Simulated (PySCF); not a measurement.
## CeO₂: from structure and modes to constants

Computed with PBE0/[Ce lcecp-2-TZVP with ECP46, O def2-TZVP], scalar-relativistic core potentials, density fitting, no spin–orbit coupling, PySCF.

The valence singlet (4f shell in the core) minimum has C2v symmetry. Masses (u): Ce 139.90544, O 15.99492.

```xyz
3
charge 0 multiplicity 1, angstrom
Ce    0.0000    0.0000   -0.2096
O     1.4746    0.0000    0.9275
O    -1.4746    0.0000    0.9275
```

Harmonic wavenumbers (cm⁻¹): 279.0 (a1, ×1), 815.1 (b2, ×1), 879.8 (a1, ×1).

**Question.** Find the principal moments of inertia and the rotational constants. What kind of rotor is it?

**Answer.** About the centre of mass I = 33.663, 69.56, 103.22 u Å². With B = 16.8576/I this gives 0.5008, 0.2423, 0.1633 cm⁻¹. The molecule is an asymmetric top with κ = -0.53.

**Question.** Find the vibrational entropy and heat capacity at 298.15 K.

**Answer.** With u = 1.43878 ω/T, each mode gives S = R[u/(eᵘ−1) − ln(1−e⁻ᵘ)] and C = R u² eᵘ/(eᵘ−1)².
| ω (cm⁻¹) | u | S (J/(mol K)) | C (J/(mol K)) |
| --- | --- | --- | --- |
| 279.0 | 1.347 | 6.44 | 7.16 |
| 815.1 | 3.933 | 0.82 | 2.62 |
| 879.8 | 4.246 | 0.63 | 2.21 |
The sums over all modes are S = 7.9 and C = 12.0 J/(mol K); the softest mode gives 82 % of the entropy.

Other isomers or separated fragments may lie lower. The 4f shell sits in the core potential, so its spin is not counted.
